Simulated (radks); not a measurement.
Values are calculated unless marked as measured or tabulated.
Mean orbital radii <r> (bohr) of the iodine ion I3+, [Kr] 4d10 5s2 5p2, at several levels of relativity; Dirac values are averaged over j with weights 2j + 1. Spin-unpolarised spherical Kohn-Sham, PBE, point nucleus unless stated (finite: rms radius 4.75 fm), a radial shooting solver on a logarithmic mesh with Libxc functionals. A level marked "c x" has the speed of light scaled by that factor and shares open shells by 2j + 1; other Dirac levels either fill j = l - 1/2 first or share by 2j + 1.

\begin{tabular}{lrrrrr}
shell & non-rel. & scalar-rel. & scalar-rel., finite nucleus & Dirac, 2j+1 shares, finite nucleus & change of magnitude, last against first (%) \\ \hline
2s & 0.1235 & 0.1172 & 0.1172 & 0.1168 & -5.44 \\
2p & 0.1051 & 0.1025 & 0.1025 & 0.1023 & -2.75 \\
3s & 0.3279 & 0.3141 & 0.3141 & 0.3138 & -4.30 \\
3p & 0.3183 & 0.3121 & 0.3121 & 0.3117 & -2.07 \\
3d & 0.2889 & 0.2886 & 0.2886 & 0.2886 & -0.08 \\
4s & 0.7694 & 0.7396 & 0.7396 & 0.7396 & -3.87 \\
4p & 0.8038 & 0.7911 & 0.7911 & 0.7907 & -1.62 \\
4d & 0.9094 & 0.9156 & 0.9156 & 0.9159 & +0.71 \\
5s & 1.896 & 1.829 & 1.829 & 1.830 & -3.49 \\
5p & 2.135 & 2.113 & 2.113 & 2.113 & -1.04 \\
6s (empty) & 4.004 & 3.908 & 3.908 & 3.909 & -2.37 \\
4f (empty) & 2.326 & 2.529 & 2.529 & 2.527 & +8.65 \\
\end{tabular}
